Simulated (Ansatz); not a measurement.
One change: `O=C(O)[TeH]` becomes `N[SiH2]C(=O)O`.

Ansatz, PBE0-D4/def2-TZVP geometries, multiplicity 1. Each molecule was computed in one conformer, which needn't be the lowest.

Elements past krypton have def2 core potentials.

| property | `O=C(O)[TeH]` |
| --- | --- |
| HOMO–LUMO gap (ωB97M-V/def2-TZVPP) / eV | 9.73 |
| HOMO energy (PBE0/def2-TZVPP) / eV | -6.87 |
| HOMO energy (ωB97M-V/def2-TZVPP) / eV | -8.97 |
| HOMO–LUMO gap (PBE0/def2-TZVPP) / eV | 5.77 |
| HOMO–LUMO gap (PBE/def2-TZVPP) / eV | 3.91 |
| HOMO energy (B3LYP/def2-TZVPP) / eV | -6.66 |

Q: Give the same properties after the change, and the shifts. (An estimate is asked.)

A: The calculation gave: 
| property | `N[SiH2]C(=O)O` | shift |
| --- | --- | --- |
| HOMO–LUMO gap (ωB97M-V/def2-TZVPP) / eV | 11.31 | 1.58 |
| HOMO energy (PBE0/def2-TZVPP) / eV | -7.28 | -0.41 |
| HOMO energy (ωB97M-V/def2-TZVPP) / eV | -9.61 | -0.64 |
| HOMO–LUMO gap (PBE0/def2-TZVPP) / eV | 6.76 | 0.99 |
| HOMO–LUMO gap (PBE/def2-TZVPP) / eV | 4.25 | 0.34 |
| HOMO energy (B3LYP/def2-TZVPP) / eV | -7.07 | -0.41 |

With PBE0 the HOMO falls by 0.41 eV and the LUMO rises by 0.58 eV, so the gap widens by about 0.99 eV. PBE moves the HOMO by -0.02 eV and ωB97M-V by -0.64 eV.

B3LYP here is the variant with VWN-RPA as its local correlation; programs differ in this.

Spin–orbit coupling is left out; it splits and shifts lone-pair levels of the heavy atoms by tenths of an eV.
